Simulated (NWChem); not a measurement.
The numbers come from NWChem runs, not from measurements. System: CH5NSi, charge 0, spin multiplicity 1, at a geometry optimised with PBE/def2-SVP. The structure started from a generated list of species. Level: CCSD(T)/def2-SVPD, 7 core orbitals frozen.

Job file:

```
start mol
memory heap 100 mb stack 700 mb global 1900 mb
geometry units angstroms nocenter noautoz
  Si     0.122759    -0.707487     0.000000
  C     -1.469408     0.384509     0.000000
  H     -2.092045     0.125058    -0.884934
  H     -1.303864     1.483524     0.000000
  H     -2.092045     0.125058     0.884934
  N      1.307193     0.561455     0.000000
  H      1.123711     1.572031     0.000000
  H      2.311704     0.361906     0.000000
  symmetry group Cs
end
basis spherical
  * library def2-svpd
end
scf
  rhf
  nopen 0
  maxiter 100
  thresh 1e-7
  semidirect memsize 60000000 filesize 0
end
tce
  freeze core 7
  ccsd(t)
  2eorb
  2emet 13
  thresh 1e-6
  maxiter 100
  tilesize 24
end
task tce energy
```

Output (cleaned and shortened):

```
             Northwest Computational Chemistry Package (NWChem) 7.3.0
             --------------------------------------------------------

                                NWChem Input Module
                                -------------------

 Scaling coordinates for geometry "geometry" by  1.889725989
 (inverse scale =  0.529177249)

 Turning off AUTOSYM since
 SYMMETRY directive was detected!

                             Geometry "geometry" -> ""
                             -------------------------

 Output coordinates in angstroms (scale by  1.889725989 to convert to a.u.)

  No.       Tag          Charge          X              Y              Z
 ---- ---------------- ---------- -------------- -------------- --------------
    1 Si                  14.0000     0.12275900    -0.70748700     0.00000000
    2 C                    6.0000    -1.46940800     0.38450900     0.00000000
    3 H                    1.0000    -2.09204500     0.12505800    -0.88493400
    4 H                    1.0000    -1.30386400     1.48352400     0.00000000
    5 H                    1.0000    -2.09204500     0.12505800     0.88493400
    6 N                    7.0000     1.30719300     0.56145500     0.00000000
    7 H                    1.0000     1.12371100     1.57203100     0.00000000
    8 H                    1.0000     2.31170400     0.36190600     0.00000000

 Effective nuclear repulsion energy (a.u.)      98.8566472327

            Nuclear Dipole moment (a.u.)
            ----------------------------
        X                 Y               Z
 ---------------- ---------------- ----------------
    -0.0000188973    -0.0000037795     0.0000000000

      Symmetry information
      --------------------

 Group name             Cs
 Group number              2
 Group order               2
 No. of unique centers     7

      Symmetry unique atoms

     1    2    3    4    6    7    8


 Summary of "ao basis" -> "" (spherical)
 ------------------------------------------------------------------------------
       Tag                 Description            Shells   Functions and Types
 ---------------- ------------------------------  ------  ---------------------
 *                         def2-svpd                  on all atoms

 Summary of "ao basis" -> "ao basis" (spherical)
 ------------------------------------------------------------------------------
       Tag                 Description            Shells   Functions and Types
 ---------------- ------------------------------  ------  ---------------------
 Si                        def2-svpd                10       24   5s3p2d
 C                         def2-svpd                 8       20   4s2p2d
 H                         def2-svpd                 4        8   2s2p
 N                         def2-svpd                 8       20   4s2p2d

                                 NWChem SCF Module
                                 -----------------

  ao basis        = "ao basis"
  functions       =   104
  atoms           =     8
  closed shells   =    16
  open shells     =     0
  charge          =   0.00
  wavefunction    = RHF
  use symmetry    = T
  symmetry adapt  = T

 Summary of "ao basis" -> "ao basis" (spherical)
 ------------------------------------------------------------------------------
       Tag                 Description            Shells   Functions and Types
 ---------------- ------------------------------  ------  ---------------------
 Si                        def2-svpd                10       24   5s3p2d
[...]
 -----------   ------   -------------------------------------------------------
    1 Si  14    13.49   2.00  1.99  1.14  0.35  0.19  5.94  0.94  0.72  0.19  0.04
    2 C    6     6.46   1.99  0.86  0.17  0.01  2.01  1.38  0.02  0.01
    3 H    1     0.91   0.73  0.08  0.03  0.07
    4 H    1     1.00   0.74  0.12  0.02  0.12
    5 H    1     0.91   0.73  0.08  0.03  0.07
    6 N    7     7.25   1.99  0.96  0.48 -0.11  2.38  1.56  0.01 -0.02
    7 H    1     0.98   0.72  0.14  0.05  0.07
    8 H    1     1.01   0.73  0.18  0.05  0.05

       Multipole analysis of the density wrt the origin
       ------------------------------------------------

     L   x y z        total         open         nuclear
     -   - - -        -----         ----         -------
     0   0 0 0     -0.000000      0.000000     32.000000

     1   1 0 0      0.176167      0.000000     -0.000019
     1   0 1 0      0.706227      0.000000     -0.000004
     1   0 0 1     -0.000000      0.000000      0.000000

     2   2 0 0    -18.489545      0.000000    150.653485
     2   1 1 0      1.488981      0.000000      2.418188
     2   1 0 1     -0.000000      0.000000      0.000000
     2   0 2 0    -22.147509      0.000000     53.336041
     2   0 1 1     -0.000000      0.000000      0.000000
     2   0 0 2    -20.236818      0.000000      5.593059

                   NWChem Extensible Many-Electron Theory Module
                   ---------------------------------------------


            General Information
            -------------------
      Number of processors :     1
         Wavefunction type : Restricted Hartree-Fock
          No. of electrons :    32
           Alpha electrons :    16
            Beta electrons :    16
           No. of orbitals :   208
            Alpha orbitals :   104
             Beta orbitals :   104
        Alpha frozen cores :     7
         Beta frozen cores :     7
     Alpha frozen virtuals :     0
      Beta frozen virtuals :     0
         Spin multiplicity : singlet
    Number of AO functions :   104
       Number of AO shells :    46
        Use of symmetry is : on
      Symmetry adaption is : on
         Schwarz screening : 0.10D-09

          Correlation Information
          -----------------------
          Calculation type : Coupled-cluster singles & doubles w/ perturbation
   Perturbative correction : (T)
            Max iterations :      100
        Residual threshold : 0.10D-05
     T(0) DIIS level shift : 0.00D+00
     L(0) DIIS level shift : 0.00D+00
     T(1) DIIS level shift : 0.00D+00
     L(1) DIIS level shift : 0.00D+00
     T(R) DIIS level shift : 0.00D+00
     T(I) DIIS level shift : 0.00D+00
   CC-T/L Amplitude update :  5-th order DIIS
                I/O scheme : Global Array Library
        L-threshold :  0.10D-05
        EOM-threshold :  0.10D-05
 no EOMCCSD initial starts read in
 TCE RESTART OPTIONS
 SLICE:      F
 D4D5:       F
 quantumc:   F
 qrotation:  F
 pwtce:      F
 qducc:      F
 nacto:                         0
 nrotv:                         0
 nrot:                          0

            Memory Information
            ------------------
          Available GA space size is     249025984 doubles
          Available MA space size is     104853764 doubles

 Maximum block size supplied by input
 Maximum block size        24 doubles

 tile_dim =     20

 -------------------------------------------------
   1    alpha     a'     7 doubles       0       1
   2    alpha     a"     2 doubles       7       2
   3    beta      a'     7 doubles       9       1
   4    beta      a"     2 doubles      16       2
   5    alpha     a'    19 doubles      18       5
   6    alpha     a'    19 doubles      37       6
   7    alpha     a'    20 doubles      56       7
   8    alpha     a"    15 doubles      76       8
   9    alpha     a"    15 doubles      91       9
  10    beta      a'    19 doubles     106       5
  11    beta      a'    19 doubles     125       6
  12    beta      a'    20 doubles     144       7
  13    beta      a"    15 doubles     164       8
  14    beta      a"    15 doubles     179       9

 Global array virtual files algorithm will be used

 Parallel file system coherency ......... OK

 4-electron integrals stored in orbital form

 v2    file size   =          8860918
 4-index algorithm nr.  13 is used
 imaxsize =       30
 imaxsize ichop =        0


CCSD iterations
 ---------------------------------------------------------
 Iter          Residuum       Correlation     Cpu    Wall
 ---------------------------------------------------------
    1   0.1612233718774  -0.4281185287695     1.0     1.0
    2   0.0474558966098  -0.4545306763766     1.0     1.0
    3   0.0183013499780  -0.4637100753079     1.0     1.0
    4   0.0082359545412  -0.4661022597353     1.0     1.0
    5   0.0039230901332  -0.4671402142025     1.0     1.0
    6   0.0009553360361  -0.4678083585421     1.0     1.0
    7   0.0005425181650  -0.4678830519169     1.0     1.0
    8   0.0002620152545  -0.4678923211623     1.0     1.0
    9   0.0001771532921  -0.4678952056689     1.0     1.0
   10   0.0000990488256  -0.4679006724413     1.0     1.0
   11   0.0000219037471  -0.4679054562907     1.0     1.0
   12   0.0000109458159  -0.4679075834928     1.0     1.0
   13   0.0000066615758  -0.4679077622018     1.0     1.0
   14   0.0000040135653  -0.4679078386484     1.0     1.0
   15   0.0000025630905  -0.4679078451235     1.0     1.0
   16   0.0000005095844  -0.4679078305681     1.0     1.0
 -----------------------------------------------------------------
 Iterations converged
 CCSD correlation energy / hartree =        -0.467907830568082
 CCSD total energy / hartree       =      -384.467112003664226

 Singles contributions

 Doubles contributions
 CCSD(T)
 Using plain CCSD(T) code
             total no. of tasks          295
 total no. of tasks / no. procs          295
                         wl_min        27000           5.5
                         wl_max      2744000          11.8
        thresh for no. of tasks          295

 CCSD[T]  correction energy / hartree =        -0.017050712778235
 CCSD[T] correlation energy / hartree =        -0.484958543346317
 CCSD[T] total energy / hartree       =      -384.484162716442484
 CCSD(T)  correction energy / hartree =        -0.016400649218939
 CCSD(T) correlation energy / hartree =        -0.484308479787021
 CCSD(T) total energy / hartree       =      -384.483512652883178

 Task  times  cpu:       65.5s     wall:       65.5s

 Total times  cpu:       65.5s     wall:       65.5s
```
